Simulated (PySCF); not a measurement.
How do the members of this family differ from one of them?

PySCF, CAM-B3LYP/def2-SVPD, density fitting, gas phase; each molecule at its own GFN2-xTB geometry, one conformer. Singlet excitations by full TDDFT with frozen cores and triplets by Tamm–Dancoff TDDFT. 

Torsions of the conformers computed, which needn't be the lowest (atom-mapped SMILES):
- `[CH3:1][S:2][c:3]1[cH:4][n:5][cH:6][n:7][n:8]1`: C1–S2–C3–C4 180°
- `[CH:1]#[C:2][c:3]1[n:4][cH:5][c:6]([S:7][CH3:8])[n:9][n:10]1`: C5–C6–S7–C8 180°
- `[cH:1]1[n:2][cH:3][c:4]([CH:5]2[CH2:6][CH2:7]2)[n:8][n:9]1`: C3–C4–C5–C6 -146°
- `[CH3:1][S:2][c:3]1[cH:4][n:5][c:6]([SiH3:7])[n:8][n:9]1`: C1–S2–C3–C4 180°
- `[CH3:1][S:2][c:3]1[cH:4][n:5][c:6]([CH:7]=[O:8])[n:9][n:10]1`: C1–S2–C3–C4 180°, N5–C6–C7–O8 180°
- `[F:1][C:2]([F:3])([F:4])[c:5]1[cH:6][n:7][cH:8][n:9][n:10]1`: F1–C2–C5–C6 -80°

Reference: `CSc1cncnn1`, with HOMO energy -8.24 eV, LUMO energy -0.99 eV, lowest singlet excitation 3.31 eV, lowest triplet excitation 2.63 eV, mean polarisability 87.4 au and dipole moment 1.72 D.

Changes against it:

```
          molecule                change  Δ HOMO energy (eV)  Δ LUMO energy (eV)  Δ lowest singlet excitation (eV)  Δ lowest triplet excitation (eV)  Δ mean polarisability (au)  Δ dipole moment (D)
CSc1cnc([SiH3])nn1    H replaced by SiH3               +0.02                0.00                             -0.07                             -0.06                       +31.0                -0.06
   CSc1cnc(C=O)nn1     H replaced by CHO               -0.32               -0.65                             -0.14                             -0.16                       +21.0                +3.23
  FC(F)(F)c1cncnn1  SCH3 replaced by CF3               -0.82               -0.66                             -0.13                             -0.19                       -22.1                +0.89
```

Rows whose labels were lost:

```tsv
row	Δ HOMO energy (eV)	Δ LUMO energy (eV)	Δ lowest singlet excitation (eV)	Δ lowest triplet excitation (eV)	Δ mean polarisability (au)	Δ dipole moment (D)
P	+0.14	-0.08	0.00	-0.02	+30.9	-0.06
Q	0.00	+0.10	-0.12	-0.13	-1.7	+1.22
```

Which row belongs to which of `C#Cc1ncc(SC)nn1` (H replaced by ethynyl) and `c1ncc(C2CC2)nn1` (SCH3 replaced by cPr)?

P = `C#Cc1ncc(SC)nn1` and Q = `c1ncc(C2CC2)nn1`. P and Q are told apart most clearly by the mean polarisability (+30.9 against -1.7 au); P comes close to the labelled row of `CSc1cnc([SiH3])nn1` in every column.

Which row has the smallest HOMO–LUMO gap and which the largest, and does the HOMO or the LUMO shift more there?

Smallest, counted from the reference: `CSc1cnc(C=O)nn1`, -0.33 eV (HOMO -0.32, LUMO -0.65), the larger shift being that of the LUMO. Largest: `FC(F)(F)c1cncnn1`, +0.16 eV (HOMO -0.82, LUMO -0.66), the larger shift being that of the HOMO.
